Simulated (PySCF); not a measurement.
**Ionisation energy of Re⁶⁶⁺ by level of theory**

Re⁶⁶⁺ [He] 2s2 2p5 [2p1/2^2 2p3/2^3, M_J = 3/2] → Re⁶⁷⁺ [He] 2s2 2p4 [2p1/2^2 2p3/2^2, M_J = 2], as a difference of total energies. All numbers are calculated (PySCF 2.14, the two-component X2C-1e Hamiltonian, in an uncontracted even-tempered set (16 s from 51 bohr⁻², ratio 2.4; 13 p from 66 bohr⁻², ratio 2.4; 5 d from 230 bohr⁻², ratio 2.6; 4 f from 340 bohr⁻², ratio 2.6)). Correlated levels: nothing frozen; the 28 highest virtual spinors dropped. "Screened" scales the spin-orbit matrix elements by Boettger's factors to mimic the two-electron term; Breit and QED terms are absent.

```tsv
method	ionisation energy (eV)
GHF (spin-free)	16852.2
GMP2 (spin-free)	16853.9
GHF (screened spin-orbit)	16429.3
GMP2 (screened spin-orbit)	16430.9
```

For this ion Breit and QED terms and the two-electron picture change, all absent here, outweigh the correlation shift from GHF to GMP2.

The spin-free rows relax to the high-spin LS determinant and lack the spin-orbit shift.

The labels give the starting determinants; with spin-orbit coupling the two ends relaxed to ⟨J²⟩ = 3.75, ⟨L²⟩ = 2.03, ⟨S²⟩ = 0.78 and ⟨J²⟩ = 6.00, ⟨L²⟩ = 3.30, ⟨S²⟩ = 1.38.

For comparison: 16410 ± 40 eV (theoretical estimate listed by NIST; NIST Atomic Spectra Database, ionization energies).
